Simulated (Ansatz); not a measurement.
System: P2H3, net charge 0, doublet state. It need not be the lowest isomer of its formula. 
Coordinates optimised at B3LYP-D3(BJ)/def2-TZVP (Ansatz, a program for electronic structure):
```
P
H 1 1.4160
H 1 1.4187 2 95.53
P 1 2.1895 2 97.11 3 100.93
H 4 1.4237 1 92.01 2 -157.85
```
Charge 0, spin multiplicity 2.

Atomisation energy built up term by term with Ansatz (kcal/mol; UHF references for open shells; valence terms freeze the core; atomic spin-orbit terms are left out). Basis-set limits of correlation are two-point, X^-3; Hartree-Fock from the larger set.

```json
[
 {"term": "Hartree-Fock", "basis": "cc-pV(Q+d)Z", "kcal/mol": "189.86"},
 {"term": "CCSD correlation", "basis": "CBS(cc-pV(T+d)Z,cc-pV(Q+d)Z)", "kcal/mol": "…"},
 {"term": "(T)", "basis": "CBS(cc-pV(T+d)Z,cc-pV(Q+d)Z)", "kcal/mol": "…"},
 {"term": "core correlation", "basis": "cc-pwCVTZ", "kcal/mol": "0.70"},
 {"term": "scalar relativity (X2C)", "basis": "cc-pVTZ-DK against cc-pVTZ", "kcal/mol": "-0.70"},
 {"term": "sum: De", "basis": "", "kcal/mol": "…"}
]
```

Task: Fill in the missing entries.

Result: 
- CCSD correlation, kcal/mol: 91.90
- (T), kcal/mol: 5.06
- sum: De, kcal/mol: 286.8
